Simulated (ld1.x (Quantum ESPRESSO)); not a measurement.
An all-electron radial function and its pseudo partner (Sc)

Columns: radius, all-electron u(r) and pseudo u(r) of the 3d shell (level -3.23 eV) of scandium in the configuration [Ar] 3d1 4s2 4p0; PBE, scalar-relativistic, TM scheme, ld1.x (Quantum ESPRESSO) 7.5.

| r (bohr) | all-electron | pseudo |
| --- | --- | --- |
| 0.210 | 0.1205 | 0.0553 |
| 0.420 | 0.3713 | 0.3084 |
| 0.630 | 0.5663 | 0.5830 |
| 0.840 | 0.6748 | 0.6974 |
| 1.050 | 0.7113 | 0.7143 |
| 1.260 | 0.7023 | 0.7023 |
| 1.470 | 0.6689 | 0.6689 |
| 1.680 | 0.6245 | 0.6245 |
| 1.890 | 0.5764 | 0.5764 |
| 2.100 | 0.5288 | 0.5288 |
| 2.310 | 0.4838 | 0.4838 |
| 2.520 | 0.4423 | 0.4423 |
| 2.730 | 0.4044 | 0.4044 |
| 2.940 | 0.3698 | 0.3698 |
| 3.150 | 0.3379 | 0.3379 |
| 3.360 | 0.3085 | 0.3085 |
| 3.570 | 0.2813 | 0.2813 |
| 3.780 | 0.2562 | 0.2562 |
| 3.990 | 0.2330 | 0.2330 |
| 4.200 | 0.2116 | 0.2116 |
| 4.410 | 0.1919 | 0.1919 |
| 4.620 | 0.1739 | 0.1739 |
| 4.830 | 0.1574 | 0.1574 |
| 5.040 | 0.1423 | 0.1423 |
| 5.250 | 0.1287 | 0.1287 |
| 5.460 | 0.1163 | 0.1163 |

Question: How many radial nodes do the two functions have?

Answer: The all-electron 3d function has n − l − 1 = 0; the pseudo-wave has 0.

Question: At about which radius was the pseudo-wave matched?

Answer: 1.30 bohr, where the columns begin to agree (steps of 0.21 bohr).

Question: Is the pseudo-wave norm-conserving?

Answer: Yes: the TM scheme keeps the norm inside the radius equal to the all-electron one, which fixes the energy derivative of the logarithmic derivative at the level.
